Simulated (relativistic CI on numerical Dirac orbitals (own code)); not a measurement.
# Os LVIII: computed level list

Method of calculation: Dirac-Coulomb-Breit CI, orbitals from a KLI potential per configuration, model QED, unscaled Slater integrals (own radial code, finite nucleus).

CI space (outside the closed core [Ne]): 3s2.3p6.3d, 3s2.3p5.3d2, 3s.3p6.3d2, 3s2.3p6.4s, 3s2.3p6.4p, 3s2.3p6.4d, 3s2.3p5.3d.4s, 3s2.3p6.4f, 3s2.3p5.3d.4p, 3p6.3d3, 3p5.3d4, 3p5.3d3.4s. Double excitations out of closed p, d and f shells are left out; levels of such configurations are missing from the list, as are those of other unlisted configurations, and high levels can miss mixing partners. These lack a partner that the ground configuration has and come out too high: 3s2.3p5.3d.4p.

The lowest level is 3s2.3p6.3d 2D_3/2, with 100 % of that term; Hund's rules for 3s2.3p6.3d give 2D with J = 3/2, in agreement.

```tsv
No.	Configuration	Term	J	E (10³ cm⁻¹)	%	Next component (%)	Lifetime (s)
1	3s2.3p6.3d	2D	3/2	0.0	100		
2	3s2.3p6.3d	2D	5/2	707.7	100		2.65e-07
3	3p5.3d2(3F)	4D°	3/2	2112.8	39	26 4F°	3.34e-10
4	3p5.3d2(3F)	4D°	1/2	2130.8	82	16 2P°	7.80e-11
5	3p5.3d2(3F)	4F°	5/2	2172.4	34	23 2D°	1.40e-10
6	3p5.3d2(3F)	2G°	7/2	2192.7	35	30 4G°	1.42e-07
7	3p5.3d2(1S)	2P°	3/2	2386.6	32	23 4P°	6.32e-10
8	3p5.3d2(3F)	4D°	5/2	2770.5	50	21 2F°	1.28e-08
9	3p5.3d2(3F)	4G°	9/2	2808.3	70	19 2G°	2.27e-07
10	3p5.3d2(3F)	4F°	7/2	2835.0	47	30 4D°	9.09e-11
11	3p5.3d2(3F)	4D°	3/2	2868.9	47	34 2D°	3.93e-11
12	3p5.3d2(3P)	4P°	5/2	2885.3	42	30 2F°	1.26e-10
13	3p5.3d2(1G)	2H°	11/2	2900.4	69	31 4G°	1.66e-04
14	3p5.3d2(3F)	2G°	7/2	2912.5	42	31 2F°	6.43e-10
15	3p5.3d2(3P)	2S°	1/2	2969.4	33	31 4P°	3.02e-09
16	3p5.3d2(1G)	2F°	7/2	3005.3	38	28 2G°	5.49e-10
17	3p5.3d2(3P)	4D°	5/2	3021.4	48	39 2D°	1.83e-10
18	3p5.3d2(1G)	2G°	9/2	3048.3	61	19 2H°	4.68e-06
19	3p5.3d2(3P)	4S°	3/2	3050.1	35	30 2D°	4.66e-10
20	3p5.3d2(3P)	2D°	3/2	3204.9	43	27 4F°	1.01e-12
21	3p5.3d2(1G)	2F°	5/2	3269.3	81	9 2D°	7.42e-13
22	3p5.3d2(3P)	2P°	1/2	3325.5	73	20 4D°	6.87e-13
23	3p5.3d2(3F)	4G°	11/2	3517.1	69	31 2H°	1.55e-07
24	3p5.3d2(1D)	2D°	5/2	3581.6	52	20 2F°	2.34e-10
25	3p5.3d2(3F)	4F°	9/2	3607.7	47	44 2G°	1.30e-07
26	3p5.3d2(1D)	2F°	7/2	3634.4	51	40 4D°	8.19e-12
27	3p5.3d2(1D)	2P°	1/2	3695.9	58	27 2S°	6.68e-11
28	3p5.3d2(3F)	2F°	7/2	3827.9	43	30 4D°	2.28e-12
29	3p5.3d2(1S)	2P°	3/2	3898.5	53	27 2D°	2.26e-11
30	3p5.3d2(3F)	2D°	5/2	3981.1	54	15 4D°	6.76e-13
31	3p5.3d2(1S)	2P°	3/2	4003.1	58	12 4D°	8.51e-13
32	3p5.3d2(3F)	4G°	5/2	5311.8	48	41 2F°	8.40e-13
33	3p5.3d2(1S)	2P°	1/2	5674.5	53	33 4D°	2.48e-13
34	3p5.3d2(3F)	2D°	3/2	5705.3	58	25 4F°	1.27e-13
35	3p5.3d2(3F)	4G°	7/2	5954.6	49	23 2G°	6.01e-11
36	3p5.3d2(3F)	2D°	5/2	5977.3	27	22 4F°	5.08e-12
37	3p5.3d2(3P)	4D°	3/2	6028.7	40	27 2D°	7.57e-12
38	3p5.3d2(3P)	4P°	1/2	6051.0	46	28 4D°	1.92e-09
39	3p5.3d2(1G)	2H°	9/2	6072.6	51	34 2G°	1.85e-09
40	3p5.3d2(3F)	2D°	5/2	6310.5	41	22 4D°	1.89e-13
41	3p5.3d2(1G)	2F°	7/2	6323.9	55	23 2G°	2.36e-13
42	3p5.3d2(3P)	2P°	3/2	6386.8	46	19 4D°	1.89e-13
43	3p5.3d2(3F)	4D°	7/2	6680.4	34	31 2F°	1.22e-11
44	3p5.3d2(3F)	2G°	9/2	6741.7	42	21 4G°	1.76e-09
45	3p5.3d2(1D)	2P°	3/2	6767.4	31	26 2D°	7.75e-11
```

Energies count from the lowest computed level; ° marks odd parity; lifetimes are radiative, by E1, M1, E2, M2, E3 decay to levels of this space only. Percentages are summed over parent terms; the parents shown are those of the largest component, closed shells are left out there.

The mean weight of the leading LS term, summed over parents, in these 45 levels is 51 %, and that of the leading jj configuration (from the same eigenvectors) 98 %, so jj coupling describes them better and the LS labels are nominal.

At this charge energies of transitions that change n are usually good to better than 1 %, and those within a shell (Δn = 0) to a few per cent.

LS names give the leading component of a level, which can be under half, so a name can repeat, a term be missing and a line seem to break the LS rules.
